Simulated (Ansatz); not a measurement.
`[CH3][Ge]([OH])([OH])[F]` + `B/C=C(\F)Cl` → `[CH3][Ge]([OH])([F])[Cl]` + `B/C=C(/O)F`  (redistribution)

Program: Ansatz. Geometries: PBE0-D4/def2-TZVP. ΔE: electronic, gas phase. CCSD(T)/CBS is the MP2 limit (def2-TZVPP, def2-QZVPP) plus CCSD(T) − MP2 in def2-TZVPP, frozen cores. Double bonds are as drawn, so ΔE can hold a change between cis and trans. DFT in def2-TZVPP. HSE06 is defined as in plane-wave codes. For Ge outer-core shells are correlated without core-valence functions, which leaves a few kJ/mol of doubt a bond. Scalar relativity is left out up to krypton. One conformer a species, not always the lowest.

`[CH3][Ge]([OH])([OH])[F]`:

Cartesian coordinates in Å:
```
C 0.531 -1.277 0.621
Ge -0.002 0.376 -0.188
O -0.275 0.130 -1.904
O -1.427 1.148 0.508
F 1.248 1.573 0.012
H 1.366 -1.700 0.063
H -0.305 -1.976 0.603
H 0.834 -1.101 1.653
H -0.763 0.851 -2.309
H -1.207 1.977 0.940
```

`B/C=C(\F)Cl`:

```xyz
8

B     1.341   -0.303   -0.001
C    -0.049    0.053   -0.518
C    -1.095    0.223    0.298
F    -1.031    0.103    1.603
Cl   -2.676    0.621   -0.202
H     1.539   -0.443    1.168
H     2.238   -0.443   -0.777
H    -0.266    0.188   -1.571
```

`[CH3][Ge]([OH])([F])[Cl]`:

Z-matrix (Å, degrees):
```
C
Ge 1 1.916
H 1 1.090 2 108.9
H 1 1.090 2 109.4 3 -119.9
H 1 1.089 2 109.4 3 120.0
O 2 1.752 1 110.7 3 56.4
F 2 1.731 1 110.7 3 -62.7
Cl 2 2.140 1 113.9 3 -179.6
H 6 0.961 2 113.6 1 175.5
```

`B/C=C(/O)F`:

```xyz
9

B    -0.808   -1.449   -0.033
C    -0.029   -0.281   -0.585
C     0.381    0.746    0.177
O     1.064    1.791   -0.254
F     0.142    0.830    1.476
H    -1.093   -1.501    1.127
H    -1.148   -2.337   -0.760
H     0.252   -0.190   -1.629
H     1.240    2.391    0.481
```

(1) Is it downhill or uphill in electronic energy at CCSD(T)/CBS, and by how much? (An estimate is asked.)

(2) What do these levels give: PBE-D4, HSE06-D4, r2SCAN, PBE0, HSE06, CCSD(T)/def2-SVP? (Estimate.)

Largest T1 diagnostic among the species: 0.013.

## Answers

(1) Ansatz gave: Downhill: ΔE = -64.8 kJ/mol.

(2) Computed: PBE-D4 -74.8, HSE06-D4 -79.9, r2SCAN -77.3, PBE0 -79.7, HSE06 -79.8, CCSD(T)/def2-SVP -82.5 kJ/mol.

From r2SCAN to r2SCAN0 (25 % exact exchange), in def2-TZVPP and without D4, ΔE moves by −3.5 kJ/mol. Leaving LDA and LC-ωPBE aside and taking each functional with its dispersion term where it has one, the values, not all of them listed here, spread over 11.5 kJ/mol, from r2SCAN0-D4 to BLYP-D4. LDA lies −5.1 kJ/mol from PBE without D4.
